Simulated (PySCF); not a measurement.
Compound: C7H15B.
Numbering: `[CH2:1]=[CH:2][CH2:3][B:4]([CH3:5])[CH2:6][CH2:7][CH3:8]` (hydrogens: H9, H10 on C1; H11 on C2; H12, H13 on C3; H14, H15, H16 on C5; H17, H18 on C6; H19, H20 on C7; H21, H22, H23 on C8)

Level of theory: TDDFT wB97X-D/def2-SVPD, vertical, gas phase, core orbitals frozen in the response (PySCF 2.14.0, density-fitted response routines). One conformer (not necessarily the lowest) at the PBE0-D3(BJ)/def2-SVP geometry, without solvent, vibrations or thermal averaging. Torsions of this conformer, `[CH2:1]=[CH:2][CH2:3][B:4]([CH3:5])[CH2:6][CH2:7][CH3:8]`: C1–C2–C3–B4 -107°, C2–C3–B4–C5 -174°, C3–B4–C6–C7 177°, B4–C6–C7–C8 179°.

Predict the UV-vis stick spectrum at this level.

```
state  λ (nm)  E (eV)       f     main configurations (H = HOMO, L = LUMO)
   S1   209.2    5.93  0.0048                       H→L (82%), H-2→L (10%)
   S2   190.4    6.51  0.0025                                  H-1→L (87%)
   S3   178.3    6.95   0.013                     H→L+1 (70%), H→L+4 (16%)
   S4   174.1    7.12   0.374                                  H→L+2 (90%)
   S5   164.5    7.54  0.0062                       H-2→L (75%), H→L (12%)
   S6   160.7    7.71   0.060        H→L+3 (37%), H→L+6 (21%), H→L+1 (14%)
   S7   158.4    7.83  0.0080                      H→L+5 (74%), H→L+4 (8%)
   S8   154.5    8.03   0.023                 H-1→L+1 (62%), H-1→L+2 (10%)
   S9   153.4    8.08  0.0062  H-1→L+2 (22%), H-1→L+1 (22%), H-4→L+2 (22%)
  S10   147.9    8.38   0.050                                  H-3→L (86%)
```

Triplets, Tamm–Dancoff:

```json
{"state": "T1", "E (eV)": "4.42", "λ (nm)": "280.3", "main configurations (H = HOMO, L = LUMO)": "H→L+2 (76%), H→L (9%)"}
{"state": "T2", "E (eV)": "5.61", "λ (nm)": "220.9", "main configurations (H = HOMO, L = LUMO)": "H→L (66%), H-2→L (14%)"}
{"state": "T3", "E (eV)": "6.05", "λ (nm)": "204.9", "main configurations (H = HOMO, L = LUMO)": "H-1→L (81%)"}
{"state": "T4", "E (eV)": "6.93", "λ (nm)": "178.9", "main configurations (H = HOMO, L = LUMO)": "H→L+1 (72%), H→L+4 (15%)"}
```

The lowest singlet comes at 209 nm (572 kJ/mol) in the ultraviolet; it is very weak; its leading configuration is HOMO→LUMO (82%). The strongest level in the table is S4 at 7.12 eV (174 nm, f = 0.374). Löwdin shares by element: HOMO carbon 75% or more, boron 8% (atoms not listed hold the other 18%); LUMO boron 40%, carbon 35% or more (atoms not listed hold the other 25%). Of the 10 states listed, 5 reach f = 0.01 and none stays under 0.0005. The oscillator strengths of these states sum to 0.548; summed over the whole spectrum of an exact calculation they would give the number of electrons, 62 (Thomas–Reiche–Kuhn). Orbital energies (eV): HOMO-3 -10.98, HOMO-2 -10.65, HOMO-1 -10.21, HOMO -8.87, LUMO 1.64, LUMO+1 1.77, LUMO+2 2.28. All these states lie below the vertical ionisation energy of 9.06 eV (ΔSCF). Singlets were solved by full linear response, triplets in the Tamm–Dancoff approximation.

Hardware: an Arm Neoverse V2 with one thread, on a shared host. Cost: 3.5 min wall, 1.4 GiB resident at most.
